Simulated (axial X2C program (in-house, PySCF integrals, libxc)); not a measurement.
## Low determinants of SrI⁻ at the PBE0 level, 2c

Computed with an in-house all-electron X2C program for linear molecules (integrals from PySCF). Two-component (2c) means X2C with spin–orbit coupling and atomic mean-field two-electron Coulomb and Gaunt terms. Basis: I dyall-acv3z [12s13p9d5f1g], Sr dyall-acv3z [14s13p9d6f1g] (cores contracted in-house); Gaussian nuclei, density fitting, unrestricted open shells. Masses: I 126.904 u, Sr 87.906 u.

Search at 3.180 Å (vertical energies from the lowest determinant):

```
ΔE (eV)  state  electrons beyond evenly filled partner blocks  electrons in ±ω = 1/2, 3/2, 5/2, 7/2
   0.00  Ω = 0                                           none                             60 26 6 0
   0.91  Ω = 2                               ω = 1/2, ω = 3/2                             59 27 6 0
   1.09  Ω = 1                                    2 × ω = 1/2                             60 26 6 0
   1.27  Ω = 1                              ω = -1/2, ω = 3/2                             59 27 6 0
   1.72  Ω = 3                               ω = 1/2, ω = 5/2                             59 26 7 0
   1.98  Ω = 2                              ω = -1/2, ω = 5/2                             59 26 7 0
   4.63  Ω = 1                              ω = -1/2, ω = 3/2                             61 25 6 0
```

Lowest determinant, Ω = 0 (closed shell): Re = 3.142 Å, ωe = 125.2 cm⁻¹.

The determinant in row 2 of the search, Ω = 2 (⟨Sz⟩ = 1.00, ⟨Lz⟩ = 1.00 at PBE0), was followed along the bond at PBE0; measured from the minimum of the lowest determinant it gives:

Te = 0.890 eV (7180 cm⁻¹), Re = 3.059 Å, ωe = 145.1 cm⁻¹.

**Question.** Compare the bond of the determinant in row 2 with that of the lowest one.

**Answer.** At PBE0 its Re is 0.083 Å shorter and its force constant, which goes as ωe², is 1.34 times that of the lowest determinant. T0 ≈ Te + Δωe/2 = 7180 + (10) = 7190 cm⁻¹.

The search compares states at one distance, so a state with another bond length can lie lower; it is not exhaustive and yields mostly the lowest determinant of each block pattern, so other components and higher states of one pattern are missing. These are energies of single determinants, not of spin-adapted states; PBE0 term energies can be off by some tenths of an eV, and the functional has no current term. Open-shell Ω = 0 determinants with evenly filled partner blocks cannot be reached by this program, so the Ω shown need not be the lowest component. For an anion, determinants above electron detachment are held by the basis set. The highest occupied level of some functionals is positive through self-interaction error; at Hartree–Fock it is bound. Row 2 has a positive highest level at its minimum.
